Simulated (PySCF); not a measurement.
Two species compared at the same levels of theory.

First species: C3H5ClF2O.
SMILES: `FCOC[C@H](F)Cl`

Second species: C7H9N.
InChI=1S/C7H9N/c8-4-5-1-6-3-7(6)2-5/h5-7H,1-3H2/t5-,6+,7-

Levels: PBE0/def2-SVPD for HOMO energy, LUMO energy, HOMO–LUMO gap and static isotropic polarisability; TDDFT PBE0/def2-SVPD for lowest singlet excitation; TDA PBE0/def2-SVPD for lowest triplet excitation (Tamm–Dancoff). Geometries: GFN2-xTB. Each structure is a single optimised conformer of the isolated species, non-relativistic unless stated; the electronic structure was computed with PySCF and density fitting.

The conformers computed, where there is a choice (atom-mapped SMILES and torsion angles):
- `[F:1][CH2:2][O:3][CH2:4][C@H:5]([F:6])[Cl:7]`: F1–C2–O3–C4 -68°, C2–O3–C4–C5 -75°, O3–C4–C5–F6 81°

The conformers of `N#C[C@H]1C[C@@H]2C[C@@H]2C1` aren't listed.

```
                                property  column X  column Y
                             HOMO energy  -8.76 eV  -8.32 eV
                             LUMO energy   0.14 eV   0.43 eV
                           HOMO–LUMO gap   8.90 eV   8.75 eV
               lowest singlet excitation   7.35 eV   7.61 eV
lowest triplet excitation (Tamm–Dancoff)   6.67 eV   6.45 eV
         static isotropic polarisability   57.8 au   77.9 au
```

**Question.** Which column belongs to which species?

**Answer.** Column X is the first species and column Y the second. The first has 12 atoms and 66 electrons, the second 17 and 58.

**Question.** How does each property change from the first species to the second?

**Answer.** HOMO energy +0.44 eV; LUMO energy +0.29 eV; HOMO–LUMO gap -0.15 eV; lowest singlet excitation +0.26 eV; lowest triplet excitation (Tamm–Dancoff) -0.22 eV; static isotropic polarisability +20.1 au.

On the first: No computed singlet falls in the visible range (750 to 380 nm, 1.65 to 3.26 eV); S1 lies 4.09 eV above its blue end. The vertical singlet–triplet gap S1 − T1 is 0.68 eV (TDDFT singlet less Tamm–Dancoff triplet; S1: HOMO→LUMO, weight 0.69; T1: HOMO−1→LUMO, weight 0.47, beside HOMO→LUMO, weight 0.42).

On the second: The vertical singlet–triplet gap S1 − T1 is 1.16 eV (TDDFT singlet less Tamm–Dancoff triplet). The 6 singlets span 7.61 to 8.12 eV, and their oscillator strengths add up to 0.03.
